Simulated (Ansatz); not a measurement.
Li₂Al₅. Total charge 0; doublet. Geometry PBE-D4/def2-SVP.

```csv
atom,x (Å),y (Å),z (Å)
Li1,-1.299,-1.698,-2.045
Li2,-0.457,0.405,2.894
Al3,1.631,0.203,1.196
Al4,1.198,-0.907,-1.371
Al5,-0.414,1.024,-1.790
Al6,-0.047,2.020,0.564
Al7,-0.612,-1.047,0.552
```

At HF/6-31G, r2SCAN0-D4/def2-TZVPD the charge 0 doublet is spin-contaminated (final ⟨S²⟩ up to 2.28, 0.75 for a pure state). The structure comes from a short search, and lower isomers may exist.

Estimate the α-spin orbital energies around the gap (eV) in Ansatz with HF/6-31G, PBE-D4/def2-SVP, PBE-D4/def2-TZVP, r2SCAN0-D4/def2-TZVPD, BHLYP-D4/def2-TZVP.


```json
{"orbital": "HOMO−9", "HF/6-31G": "-67.53", "PBE-D4/def2-SVP": "-51.30", "PBE-D4/def2-TZVP": "-51.31", "r2SCAN0-D4/def2-TZVPD": "-56.66", "BHLYP-D4/def2-TZVP": "-59.84"}
{"orbital": "HOMO−8", "HF/6-31G": "-16.81", "PBE-D4/def2-SVP": "-11.03", "PBE-D4/def2-TZVP": "-10.83", "r2SCAN0-D4/def2-TZVPD": "-12.66", "BHLYP-D4/def2-TZVP": "-13.77"}
{"orbital": "HOMO−7", "HF/6-31G": "-12.57", "PBE-D4/def2-SVP": "-8.31", "PBE-D4/def2-TZVP": "-8.17", "r2SCAN0-D4/def2-TZVPD": "-9.59", "BHLYP-D4/def2-TZVP": "-10.45"}
{"orbital": "HOMO−6", "HF/6-31G": "-12.23", "PBE-D4/def2-SVP": "-7.95", "PBE-D4/def2-TZVP": "-7.84", "r2SCAN0-D4/def2-TZVPD": "-9.12", "BHLYP-D4/def2-TZVP": "-9.99"}
{"orbital": "HOMO−5", "HF/6-31G": "-10.11", "PBE-D4/def2-SVP": "-6.87", "PBE-D4/def2-TZVP": "-6.79", "r2SCAN0-D4/def2-TZVPD": "-7.91", "BHLYP-D4/def2-TZVP": "-8.54"}
{"orbital": "HOMO−4", "HF/6-31G": "-7.51", "PBE-D4/def2-SVP": "-5.23", "PBE-D4/def2-TZVP": "-5.17", "r2SCAN0-D4/def2-TZVPD": "-5.82", "BHLYP-D4/def2-TZVP": "-6.30"}
{"orbital": "HOMO−3", "HF/6-31G": "-6.87", "PBE-D4/def2-SVP": "-4.82", "PBE-D4/def2-TZVP": "-4.70", "r2SCAN0-D4/def2-TZVPD": "-5.44", "BHLYP-D4/def2-TZVP": "-5.78"}
{"orbital": "HOMO−2", "HF/6-31G": "-6.09", "PBE-D4/def2-SVP": "-4.27", "PBE-D4/def2-TZVP": "-4.18", "r2SCAN0-D4/def2-TZVPD": "-4.92", "BHLYP-D4/def2-TZVP": "-5.15"}
{"orbital": "HOMO−1", "HF/6-31G": "-5.94", "PBE-D4/def2-SVP": "-4.07", "PBE-D4/def2-TZVP": "-3.98", "r2SCAN0-D4/def2-TZVPD": "-4.75", "BHLYP-D4/def2-TZVP": "-5.00"}
{"orbital": "HOMO", "HF/6-31G": "-5.68", "PBE-D4/def2-SVP": "-3.75", "PBE-D4/def2-TZVP": "-3.68", "r2SCAN0-D4/def2-TZVPD": "-4.46", "BHLYP-D4/def2-TZVP": "-4.66"}
{"orbital": "LUMO", "HF/6-31G": "-0.02", "PBE-D4/def2-SVP": "-3.28", "PBE-D4/def2-TZVP": "-3.19", "r2SCAN0-D4/def2-TZVPD": "-2.42", "BHLYP-D4/def2-TZVP": "-1.75"}
{"orbital": "LUMO+1", "HF/6-31G": "0.22", "PBE-D4/def2-SVP": "-2.54", "PBE-D4/def2-TZVP": "-2.46", "r2SCAN0-D4/def2-TZVPD": "-1.88", "BHLYP-D4/def2-TZVP": "-1.31"}
{"orbital": "LUMO+2", "HF/6-31G": "0.43", "PBE-D4/def2-SVP": "-2.48", "PBE-D4/def2-TZVP": "-2.42", "r2SCAN0-D4/def2-TZVPD": "-1.84", "BHLYP-D4/def2-TZVP": "-1.19"}
{"orbital": "LUMO+3", "HF/6-31G": "0.83", "PBE-D4/def2-SVP": "-1.75", "PBE-D4/def2-TZVP": "-1.71", "r2SCAN0-D4/def2-TZVPD": "-1.01", "BHLYP-D4/def2-TZVP": "-0.51"}
{"orbital": "LUMO+4", "HF/6-31G": "0.87", "PBE-D4/def2-SVP": "-1.47", "PBE-D4/def2-TZVP": "-1.51", "r2SCAN0-D4/def2-TZVPD": "-0.78", "BHLYP-D4/def2-TZVP": "-0.49"}
{"orbital": "LUMO+5", "HF/6-31G": "1.23", "PBE-D4/def2-SVP": "-1.43", "PBE-D4/def2-TZVP": "-1.42", "r2SCAN0-D4/def2-TZVPD": "-0.77", "BHLYP-D4/def2-TZVP": "-0.19"}
{"orbital": "β HOMO", "HF/6-31G": "-5.77", "PBE-D4/def2-SVP": "-3.93", "PBE-D4/def2-TZVP": "-3.84", "r2SCAN0-D4/def2-TZVPD": "-4.62", "BHLYP-D4/def2-TZVP": "-4.84"}
{"orbital": "β LUMO", "HF/6-31G": "0.05", "PBE-D4/def2-SVP": "-3.18", "PBE-D4/def2-TZVP": "-3.09", "r2SCAN0-D4/def2-TZVPD": "-2.30", "BHLYP-D4/def2-TZVP": "-1.66"}
```
